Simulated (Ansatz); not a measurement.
Start from `BCC=N` and change one atom or group to get `N=CCF`.

Ansatz, PBE0-D4/def2-TZVP geometries, multiplicity 1. Each molecule was computed in one conformer, which needn't be the lowest.

| property | `BCC=N` |
| --- | --- |
| size of the dipole moment (B3LYP/def2-TZVPP) / D | 2.42 |
| HOMO–LUMO gap (ωB97M-V/def2-TZVPP) / eV | 10.23 |
| size of the dipole moment (ωB97M-V/def2-TZVPP) / D | 2.44 |
| zero-point energy (PBE0-D4/def2-TZVP) / kJ/mol | 207.3 |
| HOMO–LUMO gap (PBE/def2-TZVPP) / eV | 3.41 |
| LUMO energy (PBE0/def2-TZVPP) / eV | -1.64 |

Task: Give the same properties after the change, and the shifts. (Best estimate.)

Result: Computed: 
```csv
property,`N=CCF`,shift
size of the dipole moment (B3LYP/def2-TZVPP) / D,2.56,0.14
HOMO–LUMO gap (ωB97M-V/def2-TZVPP) / eV,12.30,2.07
size of the dipole moment (ωB97M-V/def2-TZVPP) / D,2.55,0.11
zero-point energy (PBE0-D4/def2-TZVP) / kJ/mol,163.3,-44.0
HOMO–LUMO gap (PBE/def2-TZVPP) / eV,4.87,1.46
LUMO energy (PBE0/def2-TZVPP) / eV,-0.29,1.35
```

With PBE0 the HOMO falls by 0.32 eV and the LUMO rises by 1.35 eV, so the gap widens by about 1.67 eV. PBE moves the HOMO by -0.23 eV and ωB97M-V by -0.34 eV. The zero-point energy changes by -44.0 kJ/mol with -6 modes. Dipoles are sizes alone; their direction can turn.

B3LYP here is the variant with VWN-RPA as its local correlation; programs differ in this.
